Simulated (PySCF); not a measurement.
C4H7O3S (charge -1).
SMILES: `C=C(C)CS(=O)(=O)[O-]`

Torsions of this conformer, `[CH2:1]=[C:2]([CH3:3])[CH2:4][S:5](=[O:6])(=[O:7])[O-:8]`: C1–C2–C4–S5 109°, C2–C4–S5–O6 65°.

The closed-shell ground state was solved at several levels (PySCF, density fitting, gas phase, non-relativistic). One conformer (not necessarily the lowest) at the PBE0-D3(BJ)/def2-SVP geometry, without solvent, vibrations or thermal averaging. The geometry's basis has no diffuse functions, a weakness for an anion. No diffuse functions stand in pcSseg-1, which bears on an anion's orbital energies.

| level | basis functions | HOMO (eV) | LUMO (eV) | gap (eV) |
| --- | --- | --- | --- | --- |
| PBE0/pcSseg-1 | 178 | -2.16 | 3.84 | 6.00 |
| mPW1PW91/pcSseg-1 | 178 | -2.21 | 3.82 | 6.03 |

(1) What might B3LYP/def2-SVPD (232 basis functions) give for the same quantities?

(2) Over all these levels, which gives the widest orbital gap and which the narrowest?

Results:

(1) HOMO -2.32 eV, LUMO 3.24 eV, gap 5.56 eV.

(2) mPW1PW91/pcSseg-1 (global hybrid, 25 % exact exchange) has the widest, 6.03 eV, and B3LYP/def2-SVPD (global hybrid, 20 % exact exchange) the narrowest, 5.56 eV. Functional and basis both differ between the two, so the spread mixes both effects.
